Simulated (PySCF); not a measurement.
`[Se]=C=[N][Ni-2]([N]=C=[Se])([N]=C=[Se])[N]=C=[Se]`, [C4N4NiSe4]2-, charge -2

Geometry (Å), atoms numbered from 1 in this order:
```xyz
13

Ni    0.1044    0.0442    0.0370
N     0.6958    0.8760    1.5120
C     0.9510    1.4493    2.4961
Se    1.3677    2.2839    3.9441
N     1.7318   -0.6671   -0.2163
C     2.7010   -1.2544   -0.4960
Se    4.1630   -2.0852   -0.8689
N    -1.5239    0.7541    0.2893
C    -2.6383    1.0962    0.3378
Se   -4.2725    1.6313    0.4503
N    -0.4904   -0.7880   -1.4375
C    -1.0219   -1.2921   -2.3454
Se   -1.7677   -2.0482   -3.7025
```

Total charge -2.

Level of theory: GIAO B3LYP/def2-SVP (def2-TZVP on Ni) magnetisability, rotational g tensor and spin-rotation constants, non-relativistic, gas phase (PySCF). Geometry: GFN2-xTB.

The calculation is non-relativistic, which matters for the atoms heavier than Zn. For an ion the centre-of-mass motion in the field is neglected. The highest occupied orbital is unbound at this level, so the values depend on the basis.

Problem. How diamagnetic is it, and how anisotropic?

Solution. Isotropic -2877 × 10⁻³⁰ J/T², or -173.2 × 10⁻⁶ cm³/mol; principal values -3252, -3247, -2132 × 10⁻³⁰ J/T², anisotropy 1117 × 10⁻³⁰ J/T² (root of half the summed squared differences of the principal values). The susceptibility is in cgs units.

Problem. Split it along the inertial axes a, b, c into diamagnetic and paramagnetic parts about the centre of mass, with the quadrupole moment.

Solution. 
| axis | χ (10⁻⁶ cm³/mol) | diamagnetic (10⁻⁶ cm³/mol) | paramagnetic (10⁻⁶ cm³/mol) | summed x² of all electrons (Å²) | quadrupole Θ (D Å) |
| --- | --- | --- | --- | --- | --- |
| a | -195.8 | -7229.6 | 7033.8 | 1684.2 | -45.46 |
| b | -195.5 | -7268.7 | 7073.1 | 1675.0 | -44.57 |
| c | -128.4 | -14251.1 | 14122.7 | 29.1 | +90.04 |

Anisotropies 2χaa − χbb − χcc = -67.7 and 2χbb − χaa − χcc = -66.8 × 10⁻⁶ cm³/mol. Θ is traceless in Buckingham's convention.

Problem. And the rotational g tensor?

Solution. 
```tsv
axis	rotational constant (GHz)	g	nuclear part	electronic part
a	0.1339	-0.0080	0.4345	-0.4425
b	0.1332	-0.0080	0.4345	-0.4425
c	0.0668	-0.0086	0.4345	-0.4431
```
Asymmetric top; isotopes 12C, 14N, 58Ni, 80Se; no vibrational averaging.
